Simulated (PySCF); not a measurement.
# CoB: from constants to spectrum

MN15 constants of CoB, ³Δ (triplet), unpaired electrons σ ↑, δ ↑ (basis Co def2-TZVPP, B def2-TZVPP; no relativity; PySCF 2.14; masses 58.9332 and 11.0093 u):

* ωe: 814.9 cm⁻¹
* ωexe: 7.11 cm⁻¹
* Be: 0.66532 cm⁻¹
* αe: 0.00611 cm⁻¹
* D (centrifugal): 1.77e-06 cm⁻¹

(1) Give the vibrational terms G(v) and spacings up to v = 3.

De is left out where the level can put another filling of the metal’s s and d shells below the measured ground configuration, by anything from nothing to about 1 eV. With d or f electrons several states lie close, and the lowest PBE0 determinant need not be the measured ground state.

## Answers

(1) G(v) = ωe(v+½) − ωexe(v+½)².

```tsv
v	G(v) (cm⁻¹)	G(v) − G(v−1)	Bv (cm⁻¹)
0	406		0.6623
1	1206	801	0.6562
2	1993	786	0.6500
3	2765	772	0.6439
```
